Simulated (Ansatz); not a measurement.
Geometry optimisation of Sn₂₄H₃₀, a nanocrystal cut from hexagonal tin.

```yaml
crystal:
  periodic: [false, false, false]
  atoms:
    - {symbol: Sn, position_ang: [-0.024240, -4.936500, 0.013050]}
    - {symbol: Sn, position_ang: [-0.000320, -5.210260, 2.731360]}
    - {symbol: Sn, position_ang: [0.823460, -2.746890, -3.693320]}
    - {symbol: Sn, position_ang: [-2.048170, -2.437190, -4.770660]}
    - {symbol: Sn, position_ang: [-0.083190, -2.384210, -1.045570]}
    - {symbol: Sn, position_ang: [-2.216180, -1.268850, 0.372530]}
    - {symbol: Sn, position_ang: [0.103440, -2.648020, 3.704270]}
    - {symbol: Sn, position_ang: [-2.260770, -1.190030, 3.251560]}
    - {symbol: Sn, position_ang: [-2.898560, 0.808850, -3.790640]}
    - {symbol: Sn, position_ang: [-1.834120, 1.065380, -1.105810]}
    - {symbol: Sn, position_ang: [-4.167630, 2.449220, -0.334590]}
    - {symbol: Sn, position_ang: [-2.710430, 1.542650, 3.815830]}
    - {symbol: Sn, position_ang: [-4.900990, 2.779870, 2.409690]}
    - {symbol: Sn, position_ang: [2.929730, -0.695420, -4.745230]}
    - {symbol: Sn, position_ang: [2.070430, -1.336790, 0.341090]}
    - {symbol: Sn, position_ang: [2.344480, -1.097640, 3.233130]}
    - {symbol: Sn, position_ang: [1.969010, 2.037660, -3.733410]}
    - {symbol: Sn, position_ang: [-0.901370, 3.004860, -4.852060]}
    - {symbol: Sn, position_ang: [1.845560, 0.998330, -1.104990]}
    - {symbol: Sn, position_ang: [0.032320, 2.517780, 0.350940]}
    - {symbol: Sn, position_ang: [2.655500, 1.688440, 3.818830]}
    - {symbol: Sn, position_ang: [-0.004400, 2.406240, 3.259080]}
    - {symbol: Sn, position_ang: [4.228060, 2.330350, -0.357780]}
    - {symbol: Sn, position_ang: [4.920620, 2.780770, 2.421740]}
    - {symbol: H, position_ang: [-1.344480, -5.737040, -0.608810]}
    - {symbol: H, position_ang: [1.247820, -5.759310, -0.644130]}
    - {symbol: H, position_ang: [-1.337120, -6.095710, 3.280360]}
    - {symbol: H, position_ang: [1.318130, -6.136310, 3.231130]}
    - {symbol: H, position_ang: [-0.117120, -4.354990, -3.517300]}
    - {symbol: H, position_ang: [-3.988760, -1.993600, -4.158360]}
    - {symbol: H, position_ang: [-2.599510, -1.123740, -6.337620]}
    - {symbol: H, position_ang: [-3.446500, -1.920200, -0.560740]}
    - {symbol: H, position_ang: [-0.021460, -2.928710, 5.387460]}
    - {symbol: H, position_ang: [-3.576530, -2.270570, 3.387110]}
    - {symbol: H, position_ang: [-3.616070, 2.485030, -3.249930]}
    - {symbol: H, position_ang: [-5.685310, 1.851570, -0.759400]}
    - {symbol: H, position_ang: [-4.384670, 4.088400, -0.668780]}
    - {symbol: H, position_ang: [-2.297580, 1.371760, 5.499140]}
    - {symbol: H, position_ang: [-5.948590, 1.925200, 3.512400]}
    - {symbol: H, position_ang: [-4.693720, 4.135010, 3.457700]}
    - {symbol: H, position_ang: [2.270490, -1.729090, -6.258440]}
    - {symbol: H, position_ang: [3.731110, -2.256660, -4.173830]}
    - {symbol: H, position_ang: [3.332060, -2.035290, -0.543340]}
    - {symbol: H, position_ang: [3.532830, -2.333300, 3.348580]}
    - {symbol: H, position_ang: [3.836480, 1.857790, -3.252880]}
    - {symbol: H, position_ang: [0.362700, 2.913960, -6.325380]}
    - {symbol: H, position_ang: [0.218080, 4.407470, -4.156340]}
    - {symbol: H, position_ang: [0.082420, 3.946890, -0.507530]}
    - {symbol: H, position_ang: [2.313640, 1.256210, 5.472910]}
    - {symbol: H, position_ang: [0.008080, 4.114710, 3.397970]}
    - {symbol: H, position_ang: [5.783930, 1.746070, -0.738770]}
    - {symbol: H, position_ang: [4.454960, 4.005780, -0.693180]}
    - {symbol: H, position_ang: [5.967730, 1.935460, 3.536580]}
    - {symbol: H, position_ang: [4.724710, 4.174590, 3.454350]}
basis:
  gaussian: {orbitals: def2-SVP, fitting: {mean_field: def2-universal-jkfit}}
hamiltonian: {xc: pbe, dispersion: d4}
scf: {lower_state_search: "off"}
output: {orbitals: {seedname: orbitals}}
relax: {f_tol: 0.03, max_steps: 70}
```

```sh
$ ansatz run in.yaml --threads 11 --pin off --events-out ev --progress --plain --max-ram 174080MiB --backend cuda --devices 0, --max-vram 75GiB
```

It prints (some lines left out):

```
Functional definition: PBE
mean field -140445.28415154 eV, -5161.2689953365 hartree, gradient 5.5e-6 eV, S^2 0.000000; 0 other end points of the search recorded, 0 dependent functions left out
relax step   1: F+E_penalty+E_count = -140449.84316461 eV  Δ(F+E_penalty+E_count) = +0.000e0 eV  max|allowed force component| = 2.117e0 eV/Å  Δτ_max = 0.0000 Å  (24 SCF iters, accepted)
mean field -140447.83219062 eV, -5161.3626340456 hartree, gradient 2.4e-6 eV, S^2 0.000000; 0 other end points of the search recorded, 0 dependent functions left out
relax step   2: F+E_penalty+E_count = -140452.31011463 eV  Δ(F+E_penalty+E_count) = -2.467e0 eV  max|allowed force component| = 1.568e0 eV/Å  Δτ_max = 0.1949 Å  (27 SCF iters, accepted)
mean field -140449.73024964 eV, -5161.4323864277 hartree, gradient 1.3e-6 eV, S^2 0.000000; 0 other end points of the search recorded, 0 dependent functions left out
relax step   3: F+E_penalty+E_count = -140454.15301749 eV  Δ(F+E_penalty+E_count) = -1.843e0 eV  max|allowed force component| = 8.043e-1 eV/Å  Δτ_max = 0.1948 Å  (27 SCF iters, accepted)
mean field -140451.34746732 eV, -5161.4918180816 hartree, gradient 1.5e-6 eV, S^2 0.000000; 0 other end points of the search recorded, 0 dependent functions left out
relax step   4: F+E_penalty+E_count = -140455.75534725 eV  Δ(F+E_penalty+E_count) = -1.602e0 eV  max|allowed force component| = 9.638e-1 eV/Å  Δτ_max = 0.1952 Å  (25 SCF iters, accepted)
mean field -140452.36731970 eV, -5161.5292969651 hartree, gradient 3.6e-6 eV, S^2 0.000000; 0 other end points of the search recorded, 0 dependent functions left out
relax step   5: F+E_penalty+E_count = -140456.77917677 eV  Δ(F+E_penalty+E_count) = -1.024e0 eV  max|allowed force component| = 5.902e-1 eV/Å  Δτ_max = 0.1951 Å  (21 SCF iters, accepted)
mean field -140453.34611443 eV, -5161.5652670080 hartree, gradient 3.8e-6 eV, S^2 0.000000; 0 other end points of the search recorded, 0 dependent functions left out
relax step   6: F+E_penalty+E_count = -140457.74451729 eV  Δ(F+E_penalty+E_count) = -9.653e-1 eV  max|allowed force component| = 4.042e-1 eV/Å  Δτ_max = 0.1954 Å  (21 SCF iters, accepted)
mean field -140453.85893464 eV, -5161.5841128032 hartree, gradient 1.6e-6 eV, S^2 0.000000; 0 other end points of the search recorded, 0 dependent functions left out
relax step   7: F+E_penalty+E_count = -140458.22253919 eV  Δ(F+E_penalty+E_count) = -4.780e-1 eV  max|allowed force component| = 3.613e-1 eV/Å  Δτ_max = 0.1979 Å  (20 SCF iters, accepted)
mean field -140454.10109052 eV, -5161.5930118675 hartree, gradient 1.9e-6 eV, S^2 0.000000; 0 other end points of the search recorded, 0 dependent functions left out
relax step   8: F+E_penalty+E_count = -140458.42787517 eV  Δ(F+E_penalty+E_count) = -2.053e-1 eV  max|allowed force component| = 1.380e-1 eV/Å  Δτ_max = 0.2000 Å  (20 SCF iters, accepted)
mean field -140454.20723792 eV, -5161.5969127127 hartree, gradient 2.2e-6 eV, S^2 0.000000; 0 other end points of the search recorded, 0 dependent functions left out
relax step   9: F+E_penalty+E_count = -140458.50533596 eV  Δ(F+E_penalty+E_count) = -7.746e-2 eV  max|allowed force component| = 2.218e-2 eV/Å  Δτ_max = 0.2000 Å  (19 SCF iters, accepted)
mean field -140454.21939414 eV, -5161.5973594453 hartree, gradient 1.2e-6 eV, S^2 0.000000; 0 other end points of the search recorded, 0 dependent functions left out
relax step  10: F+E_penalty+E_count = -140458.51018999 eV  Δ(F+E_penalty+E_count) = -4.854e-3 eV  max|allowed force component| = 5.418e-2 eV/Å  Δτ_max = 0.0655 Å  (19 SCF iters, accepted)
mean field -140454.22324588 eV, -5161.5975009943 hartree, gradient 2.3e-6 eV, S^2 0.000000; 0 other end points of the search recorded, 0 dependent functions left out
relax step  11: F+E_penalty+E_count = -140458.51233934 eV  Δ(F+E_penalty+E_count) = -2.149e-3 eV  max|allowed force component| = 4.286e-2 eV/Å  Δτ_max = 0.0420 Å  (19 SCF iters, accepted)
mean field -140454.22060728 eV, -5161.5974040274 hartree, gradient 1.9e-6 eV, S^2 0.000000; 0 other end points of the search recorded, 0 dependent functions left out
relax step  12: F+E_penalty+E_count = -140458.51516149 eV  Δ(F+E_penalty+E_count) = -2.822e-3 eV  max|allowed force component| = 4.403e-3 eV/Å  Δτ_max = 0.0206 Å  (20 SCF iters, accepted)
Total energy: -140458.51530922 eV, -5161.7552314128 hartree
Atom 0 at    -0.013416    -5.325687     0.071972 Å, force    -0.000044     0.002446    -0.002264 eV/Å
Atom 1 at     0.004917    -5.341888     2.895868 Å, force     0.000256    -0.001933    -0.000522 eV/Å
Atom 2 at     0.009530    -2.651166    -3.765298 Å, force     0.000796    -0.002505     0.003740 eV/Å
Atom 3 at    -2.312419    -1.345400    -4.686890 Å, force     0.002103     0.000936    -0.000820 eV/Å
Atom 4 at     0.001976    -2.680354    -0.927616 Å, force    -0.001201     0.000055     0.000098 eV/Å
Atom 5 at    -2.268694    -1.313829     0.061009 Å, force     0.000627    -0.001062     0.004355 eV/Å
Atom 6 at     0.004712    -2.685408     3.847400 Å, force     0.000047     0.000006    -0.002092 eV/Å
Atom 7 at    -2.278073    -1.320276     2.898168 Å, force     0.000247     0.000764     0.001534 eV/Å
Atom 8 at    -2.303937     1.317842    -3.762204 Å, force    -0.002835     0.001288     0.001917 eV/Å
Atom 9 at    -2.319794     1.335367    -0.924987 Å, force    -0.000980     0.001603    -0.000120 eV/Å
Atom 10 at    -4.601119     2.676494     0.071292 Å, force     0.002906    -0.001280    -0.003284 eV/Å
Atom 11 at    -2.327033     1.339277     3.847477 Å, force     0.000434    -0.000748    -0.002028 eV/Å
Atom 12 at    -4.629212     2.664225     2.894811 Å, force    -0.000818     0.000829    -0.000203 eV/Å
Atom 13 at     2.318372    -1.323431    -4.690226 Å, force    -0.001476     0.001171    -0.001444 eV/Å
Atom 14 at     2.270045    -1.310087     0.058472 Å, force    -0.000549     0.000075     0.004104 eV/Å
Atom 15 at     2.283369    -1.315057     2.895616 Å, force    -0.000786    -0.000548     0.001478 eV/Å
Atom 16 at     2.287532     1.338655    -3.764377 Å, force     0.002807     0.001843     0.002333 eV/Å
Atom 17 at    -0.015190     2.682575    -4.680734 Å, force     0.000541    -0.001931    -0.000922 eV/Å
Atom 18 at     2.316806     1.340317    -0.927157 Å, force     0.001663     0.000048    -0.000065 eV/Å
Atom 19 at    -0.001714     2.620356     0.062256 Å, force    -0.000498    -0.000159     0.004403 eV/Å
Atom 20 at     2.326121     1.344173     3.845727 Å, force    -0.000702    -0.000300    -0.002174 eV/Å
Atom 21 at    -0.002234     2.632801     2.899478 Å, force     0.000380    -0.000839     0.000282 eV/Å
Atom 22 at     4.621823     2.641071     0.068087 Å, force    -0.003542    -0.001606    -0.003498 eV/Å
Atom 23 at     4.624868     2.673809     2.891598 Å, force     0.001535     0.001329    -0.000617 eV/Å
Atom 24 at    -1.424207    -6.153545    -0.516253 Å, force     0.001012     0.000241    -0.000271 eV/Å
Atom 25 at     1.368070    -6.186336    -0.537975 Å, force     0.000028     0.000550     0.000006 eV/Å
Atom 26 at    -1.387180    -6.190668     3.497432 Å, force     0.000437     0.000593    -0.001317 eV/Å
Atom 27 at     1.408899    -6.184034     3.478680 Å, force     0.000248     0.000927    -0.001015 eV/Å
Atom 28 at     0.019604    -4.298526    -4.340772 Å, force    -0.001877    -0.000638    -0.000075 eV/Å
Atom 29 at    -3.717869    -2.165412    -4.078321 Å, force    -0.000855     0.000695    -0.000625 eV/Å
Atom 30 at    -2.396461    -1.390226    -6.422854 Å, force    -0.001528    -0.001065    -0.000176 eV/Å
Atom 31 at    -3.699323    -2.140312    -0.503164 Å, force    -0.000283    -0.000288    -0.002601 eV/Å
Atom 32 at     0.005620    -2.658547     5.591559 Å, force    -0.000138     0.000043     0.000992 eV/Å
Atom 33 at    -3.713653    -2.151136     3.441714 Å, force     0.000444    -0.000182     0.000800 eV/Å
Atom 34 at    -3.737785     2.132924    -4.332178 Å, force     0.000608     0.001747    -0.000302 eV/Å
Atom 35 at    -6.039019     1.918296    -0.544008 Å, force    -0.000129    -0.001138     0.000834 eV/Å
Atom 36 at    -4.603357     4.312785    -0.515343 Å, force    -0.000590     0.000115     0.001074 eV/Å
Atom 37 at    -2.305733     1.325604     5.591650 Å, force     0.000588     0.000207     0.001454 eV/Å
Atom 38 at    -6.058751     1.863784     3.474064 Å, force     0.000277    -0.000354    -0.000222 eV/Å
Atom 39 at    -4.672694     4.292579     3.500318 Å, force    -0.000556    -0.000171    -0.001106 eV/Å
Atom 40 at     2.396079    -1.371014    -6.426502 Å, force     0.001520    -0.001223     0.000635 eV/Å
Atom 41 at     3.734367    -2.128112    -4.085585 Å, force    -0.001099    -0.001676    -0.000739 eV/Å
Atom 42 at     3.701793    -2.133759    -0.506849 Å, force     0.000699    -0.000568    -0.002485 eV/Å
Atom 43 at     3.720840    -2.143471     3.437895 Å, force    -0.000154     0.000413     0.000826 eV/Å
Atom 44 at     3.710655     2.171135    -4.336122 Å, force     0.000933    -0.001301    -0.000582 eV/Å
Atom 45 at    -0.013157     2.790874    -6.415912 Å, force    -0.000159     0.001099     0.000468 eV/Å
Atom 46 at    -0.023940     4.305082    -4.059683 Å, force     0.001224    -0.000085    -0.001296 eV/Å
Atom 47 at    -0.003928     4.271899    -0.503703 Å, force    -0.000200     0.000818    -0.002029 eV/Å
Atom 48 at     2.306373     1.330338     5.589889 Å, force    -0.000477    -0.000119     0.001650 eV/Å
Atom 49 at    -0.003258     4.291693     3.442303 Å, force    -0.000158    -0.000279     0.001125 eV/Å
Atom 50 at     6.038125     1.820555    -0.517058 Å, force     0.000307     0.000530     0.000686 eV/Å
Atom 51 at     4.687854     4.264350    -0.549612 Å, force    -0.000447     0.000891     0.001174 eV/Å
Atom 52 at     6.056716     1.896571     3.496413 Å, force    -0.000228     0.000418    -0.000407 eV/Å
Atom 53 at     4.648074     4.312236     3.470202 Å, force    -0.000358     0.000317    -0.000662 eV/Å
Dipole moment:    -0.000569     0.000096    -0.003142 e Å
Checks for a lower state left out: stability, starts, cluster_reference, orbital_swaps, neighbouring_geometries, increment
```

It took 59 s on 11 threads of AMD EPYC 7R13 on a shared host and a whole NVIDIA H100 80GB HBM3, peak host memory 1.6 GiB.

In the def2 sets Sn takes a core potential; there is no spin–orbit coupling. Single mean-field runs in def2-SVP are fitted with def2-universal-jkfit.
